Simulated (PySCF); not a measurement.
**Spinor energies of Cd⁺ (cadmium, charge +1)**

Start: [Kr] 4d9 5s1 5p1; 4d3/2 filled at m_j = -3/2, -1/2, +1/2, +3/2; 4d5/2 filled at m_j = -3/2, -1/2, +1/2, +3/2, +5/2; 5s1/2 filled at m_j = +1/2; 5p3/2 filled at m_j = +3/2. Calculated with PySCF 2.14 in x2c-TZVPall-2c: generalised Hartree-Fock with the X2C-1e Hamiltonian and a Gaussian nucleus; one run each with spin-orbit coupling (SO) switched off, then screened by Boettger's factors. This is a chosen level, not necessarily the ground level.

```json
{"spinor shell": "1s1/2", "electrons": "2", "ε, spin-free (eV)": "-26862.0", "ε, screened SO (eV)": "-26859.9", "weight of nominal j (screened SO)": "1.000", "rms radius, screened SO (bohr)": "0.0348"}
{"spinor shell": "2s1/2", "electrons": "2", "ε, spin-free (eV)": "-4090.1", "ε, screened SO (eV)": "-4089.5", "weight of nominal j (screened SO)": "1.000", "rms radius, screened SO (bohr)": "0.142"}
{"spinor shell": "2p1/2", "electrons": "2", "ε, spin-free (eV)": "-3664.5", "ε, screened SO (eV)": "-3797.9", "weight of nominal j (screened SO)": "1.000", "rms radius, screened SO (bohr)": "0.124"}
{"spinor shell": "2p3/2", "electrons": "4", "ε, spin-free (eV)": "-3664.5", "ε, screened SO (eV)": "-3603.2", "weight of nominal j (screened SO)": "1.000", "rms radius, screened SO (bohr)": "0.128"}
{"spinor shell": "3s1/2", "electrons": "2", "ε, spin-free (eV)": "-813.42", "ε, screened SO (eV)": "-813.29", "weight of nominal j (screened SO)": "1.000", "rms radius, screened SO (bohr)": "0.381"}
{"spinor shell": "3p1/2", "electrons": "2", "ε, spin-free (eV)": "-670.35", "ε, screened SO (eV)": "-695.02", "weight of nominal j (screened SO)": "1.000", "rms radius, screened SO (bohr)": "0.375"}
{"spinor shell": "3d3/2", "electrons": "4", "ε, spin-free (eV)": "-447.02", "ε, screened SO (eV)": "-451.46", "weight of nominal j (screened SO)": "0.999", "rms radius, screened SO (bohr)": "0.362"}
{"spinor shell": "3d5/2", "electrons": "6", "ε, spin-free (eV)": "-447.02", "ε, screened SO (eV)": "-443.95", "weight of nominal j (screened SO)": "1.000", "rms radius, screened SO (bohr)": "0.365"}
{"spinor shell": "4s1/2", "electrons": "2", "ε, spin-free (eV)": "-144.34", "ε, screened SO (eV)": "-144.35", "weight of nominal j (screened SO)": "1.000", "rms radius, screened SO (bohr)": "0.938"}
{"spinor shell": "4p1/2", "electrons": "2", "ε, spin-free (eV)": "-99.660", "ε, screened SO (eV)": "-104.73", "weight of nominal j (screened SO)": "0.989", "rms radius, screened SO (bohr)": "1.01"}
{"spinor shell": "4p3/2", "electrons": "4", "ε, spin-free (eV)": "-99.660", "ε, screened SO (eV)": "-97.355", "weight of nominal j (screened SO)": "0.994", "rms radius, screened SO (bohr)": "1.03"}
{"spinor shell": "4d3/2", "electrons": "4", "ε, spin-free (eV)": "-34.336", "ε, screened SO (eV)": "-35.133", "weight of nominal j (screened SO)": "0.885", "rms radius, screened SO (bohr)": "1.31"}
{"spinor shell": "4d5/2", "electrons": "5", "ε, spin-free (eV)": "-34.336", "ε, screened SO (eV)": "-33.834", "weight of nominal j (screened SO)": "0.908", "rms radius, screened SO (bohr)": "1.33"}
{"spinor shell": "5s1/2", "electrons": "1", "ε, spin-free (eV)": "-19.744", "ε, screened SO (eV)": "-19.763", "weight of nominal j (screened SO)": "0.998", "rms radius, screened SO (bohr)": "2.77"}
{"spinor shell": "5p3/2", "electrons": "1", "ε, spin-free (eV)": "-13.057", "ε, screened SO (eV)": "-12.926", "weight of nominal j (screened SO)": "1.000", "rms radius, screened SO (bohr)": "3.41"}
```

Task: Where does 3p3/2 lie, and what is the 3p spin-orbit splitting (screened SO)?

Result: At -659.00 eV, 36.023 eV above 3p1/2.

| quantity | spin-free | screened SO |
| --- | --- | --- |
| E (hartree) | -5590.04197 | -5591.17287 |
| M_J | 9/2 | 9/2 |
| ⟨J²⟩ | 24.766 | 24.766 |
| ⟨L²⟩ | 12.014 | 12.029 |
| ⟨S²⟩ | 3.752 | 3.767 |

Each row is a mean over spinors that exchange with the open shell spreads, by up to 6.263 eV (4p3/2).

Rows whose weight is well below 1 are mixtures of j = l ± 1/2: exchange outweighs spin-orbit coupling there, and the label is only the starting occupation.

Breit and QED terms are absent; they matter most for the inner s and p1/2 levels.

Densities and radii are taken from the X2C orbitals without a picture-change correction, which distorts them close to the nucleus.

Without spin-orbit coupling the j labels of p, d and f shells carry no meaning; the spin-free column gives the mean over the occupied spinors of each nl shell.
